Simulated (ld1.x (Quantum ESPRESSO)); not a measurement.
**Before and after: TM potential for Nb**

ld1.x (Quantum ESPRESSO) 7.5 input, shortened:

```
&input
   title='Nb', zed=41., rel=1, dft='PBESOL', iswitch=3,
   config='[Kr] 4d3 5s2 5p0'
 /
 &inputp
   pseudotype=2, tm=.true., lloc=-1, rcloc=1.60,
   nlcc=.false.
 /
3
5S  1  0   2.00   0.00  2.25  2.25  0.0
4P  2  1   6.00   0.00  1.70  1.70  0.0
4D  3  2   3.00   0.00  2.70  2.70  0.0
 &test
   configts(1)='4p6 4d3 5s2 5p0'
 /
```

Change: local potential all-electron potential smoothed inside 2.20 bohr (lloc = -1).

Cutoffs: the cutoffs (Ry, on a coarse ladder) from which the occupation-weighted sum of valence levels, in a spherical-Bessel basis at the reference potential, stays within 10 and 1 mRy of its value at 400 Ry; they do not see the model core or the augmentation charge, which bear on the density cutoff. Errors are all-electron minus pseudo energies relative to the spin-unpolarised reference configuration.

**Question.** Predict the effect on cutoff, ghosts and configuration errors.

**Answer.** The potential gets harder (40 Ry and 60 Ry → 40 Ry and 70 Ry); both files keep a bound ghost (s); the number of tests with a reliable result goes from 7 to 6; of the 6 tests that both files solve, the error grows in 3 and shrinks in 0 by more than 15 % and 0.3 meV (median size 9.6 → 17.9 meV); the range in which the s phases agree widens (upper end 1.2 → 3.3).

| quantity | base | changed |
| --- | --- | --- |
| cutoff, loose | 40 Ry | 40 Ry |
| cutoff, tight | 60 Ry | 70 Ry |
| bound ghosts | s | s |
| tests with a reliable result | 7 of 7 | 6 of 7 |
| error for 4p6 4d4 5s0 5p0, meV [ΔE 7.19 eV] | -17 | -18 |
| error for 4p6 4d3 5s0 5p0, meV [ΔE 21.21 eV] | -7.8 | -8.0 |
| error for 4p6 4d4 5s0 5p1, meV [ΔE 3.53 eV] | -5.2 | -18 |
| error for 4p6 4d3 5s1 5p0, meV [ΔE 7.57 eV] | -1.3 | -3.9 |
| error for 4p6 4d4.5 5s0.5 5p0, meV [ΔE 1.10 eV] | -11 | -19 |
| error for 4p6 4d5 5s0 5p0, meV [ΔE 1.82 eV] | -21 | -24 |
| s: phases at 2.94 bohr within 0.05 rad from the reference energy up to (Ry; the scan ends near 5) | 1.2 | 3.3 |
| p: phases at 2.94 bohr within 0.05 rad from the reference energy up to (Ry; the scan ends near 5) | 4.7 | 4.9 |
| d: phases at 2.94 bohr within 0.05 rad from the reference energy up to (Ry; the scan ends near 5) | 1.6 | 1.5 |

Base: ld1.x printed “convergence not achieved” for 3 of the counted tests; their residual had stalled under 1e-8, short of the target of 1e-14. Changed file: ld1.x printed “convergence not achieved” for 2 of the counted tests; their residual had stalled under 1e-8, short of the target of 1e-14. A true bound ghost makes a file unfit for plane-wave use even where its test errors are small: the radial tests pick states by their node count and pass the ghost by.
